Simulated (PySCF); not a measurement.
Exercise with solution: chemical shift, span and skew from a shielding tensor

B(Me)2(vinyl) (C4H9B), SMILES C(B(C)C)=C. Atoms are numbered in the order given.

```xyz
14

B      0.2241     0.3607     0.1585
C      1.4039     1.3810    -0.0773
H      2.3479     0.8276     0.1047
H      1.4074     2.2531     0.5949
H      1.4666     1.7273    -1.1232
C     -0.6124     0.4412     1.4914
H     -1.3249    -0.3763     1.6759
H     -1.1838     1.3895     1.4773
H      0.0589     0.5263     2.3647
C     -0.0557    -0.7122    -0.9464
C     -1.0045    -1.6616    -0.8641
H      0.5540    -0.7004    -1.8614
H     -1.1778    -2.3961    -1.6592
H     -1.6567    -1.7448     0.0121
```

Geometry: B3LYP-D3(BJ)/def2-SVP. The values are those of a single conformer.

GIAO shieldings from PBE0/pcSseg-1 in PySCF, non-relativistic, no solvent. The symmetric part of the tensor of C11 has the principal values -88.2, 29.4, 162.1 ppm. The same nucleus in TMS has σ = 186.3 ppm at this level (PySCF, at its B3LYP-D3(BJ)/def2-TZVP geometry).

**Question.** Work out the isotropic shielding, the ¹³C shift against TMS, the span and the skew.

**Answer.** 
σ(iso) = (σ11 + σ22 + σ33)/3 = 34.4 ppm. δ = σ(ref) − σ(iso) = 186.3 − (34.4) = 151.9 ppm.
Span Ω = σ33 − σ11 = 250.3 ppm. Skew κ = 3(σ(iso) − σ22)/Ω = 0.06. Tumbling in solution averages the tensor to δ; in a static solid the shielding alone would spread this spin-1/2 line over Ω.
